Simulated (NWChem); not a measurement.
GaH3O; SMILES [OH][GaH2]

```xyz
5

Ga     0.0072     0.3647     0.0000
H      1.4371     1.0100     0.0000
H     -1.4118     1.0575     0.0000
O      0.0709    -1.4406     0.0000
H     -0.8141    -1.8493     0.0000
```
Atoms are numbered in this order, from 1.

Geometry: optimised at PBE-D3(BJ)/def2-SVP.

Symmetry labels are those of Cs in the frame above (b1 and b2, or b-type labels, depend on it).

Q: List the 6 lowest vertical singlet excitations and the 6 lowest triplet ones from PBE/aug-cc-pVDZ, TDA (NWChem).

A: 
```
state  energy (eV)  oscillator strength  symmetry  leading excitation (squared amplitude)
-----  -----------  -------------------  --------  --------------------------------------
S1            5.33                0.001        a"                      HOMO → LUMO (1.00)
S2            5.91                0.023        a'                    HOMO−1 → LUMO (0.83)
S3            6.04                0.007        a"                    HOMO−2 → LUMO (0.99)
S4            6.53                0.055        a"                  HOMO−1 → LUMO+1 (0.99)
S5            6.57                0.026        a'                    HOMO → LUMO+1 (0.75)
S6            7.02                0.000        a"                  HOMO−1 → LUMO+2 (0.99)
T1            4.88       spin-forbidden        a'                    HOMO−1 → LUMO (0.99)
T2            4.94       spin-forbidden        a"                      HOMO → LUMO (0.99)
T3            5.63       spin-forbidden        a"                    HOMO−2 → LUMO (0.98)
T4            5.99       spin-forbidden        a'                    HOMO → LUMO+1 (0.89)
T5            6.10       spin-forbidden        a"                  HOMO−1 → LUMO+1 (0.98)
T6            6.53       spin-forbidden        a'                    HOMO → LUMO+2 (0.66)
```
